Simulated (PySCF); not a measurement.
Molecule: SMILES C[SiH]1CC1, C3H8Si.

Bonds (- single, = double, # triple, : aromatic): C1-Si2, Si2-C3, C3-C4, C4-Si2. C1 carries H5, H6, H7; Si2 carries H8; C3 carries H9, H10; C4 carries H11, H12. H10, H12 are cis to C1 on the ring; H9, H11 are trans to C1 on the ring.

Frames of a GFN2-xTB Langevin trajectory at 300 K; GIAO PBE0/pcSseg-1 shieldings in PySCF 2.14, gas phase, non-relativistic; equivalent atoms averaged within each frame.

Referencing at the same level of theory: 13C (σref 186.93) and 29Si (σref 349.16) and 1H (σref 31.72) against TMS. The references are static minima.

**Question.** How do the shifts (ppm) fluctuate along the trajectory?

**Answer.** 
```
         time (fs)  C3/C4     C1     Si2    H8  H9/H11  H10/H12  H5/H6/H7
optimised geometry   -4.7   -7.8  -124.9  3.04    0.45     0.42      0.20
               250   -1.4  -10.7  -131.6  2.53    0.78     0.47      0.36
               425   -4.4   -5.5  -102.4  2.77    0.53     0.78      0.57
               625   -6.1   -2.9  -103.7  3.61    0.41     0.40      0.39
               800   -0.9   -2.1  -106.7  3.50    1.05     0.90      1.52
              1000   -1.3   -8.4  -113.9  2.98    0.68     1.43      0.00
    mean of frames   -2.8   -5.9  -111.7  3.08    0.69     0.80      0.57
standard deviation    2.3    3.6    12.0  0.47    0.25     0.41      0.57
```

5 frames give an uncertainty of the mean of about the standard deviation over 2.2 at best, since frames this close in time may not be independent; classical motion lacks zero-point vibration, and the reference would need the same averaging.
